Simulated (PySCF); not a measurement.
# Electron correlation in K⁺ (potassium, charge +1)

[Ar], closed-shell 1S. Calculation: PySCF 2.14, in x2c-SVPall (5s3p2d, 24 functions); the spin-free X2C one-electron Hamiltonian (Gaussian nucleus). Frozen: [Ne] 3s2; 6 electrons correlated.

Total MP2 correlation energy: -39.65 mhartree.

Same-spin part -12.34 and opposite-spin part -27.31 mhartree; SCS-MP2 scales them by 1/3 and 6/5 to -36.89 mhartree.

| level | correlation energy (mhartree) |
| --- | --- |
| CCSD | -44.34 |
| (T) | -0.04 |
| CCSD(T) | -44.38 |

Diagnostics: T1 = 0.0010, D1 = 0.0014, largest double amplitude 0.022.

Cost of the coupled-cluster step: 0.09 s of wall time on 1 thread of Neoverse-N1 (shared host), for 6 correlated electrons.

Iterations:

```
CC2 = 0
CCSD nocc = 3, nmo = 18
frozen orbitals [0, 1, 2, 3, 4, 5]
max_cycle = 100
direct = 0
conv_tol = 1e-08
conv_tol_normt = 1e-06
diis_space = 8
diis_start_cycle = 0
Init t2, MP2 energy = -601.254083574678  E_corr(MP2) -0.039650743902379
Init E_corr(CCSD) = -0.0396507439023799
cycle = 1  E_corr(CCSD) = -0.0438020841976739  dE = -0.0041513403  norm(t1,t2) = 0.00944802
cycle = 2  E_corr(CCSD) = -0.0442659213498157  dE = -0.000463837152  norm(t1,t2) = 0.00149527
cycle = 3  E_corr(CCSD) = -0.0443398212410443  dE = -7.38998912e-05  norm(t1,t2) = 0.000307451
cycle = 4  E_corr(CCSD) = -0.044337571738922  dE = 2.24950212e-06  norm(t1,t2) = 1.87209e-05
cycle = 5  E_corr(CCSD) = -0.0443373674680872  dE = 2.04270835e-07  norm(t1,t2) = 1.75214e-06
cycle = 6  E_corr(CCSD) = -0.0443373803341685  dE = -1.28660813e-08  norm(t1,t2) = 2.68436e-07
cycle = 7  E_corr(CCSD) = -0.0443373808736609  dE = -5.39492416e-10  norm(t1,t2) = 2.54043e-08
CCSD converged
E(CCSD) = -601.2587702116498  E_corr = -0.04433738087366092
CCSD(T) correction = -3.80155696849903e-05
```
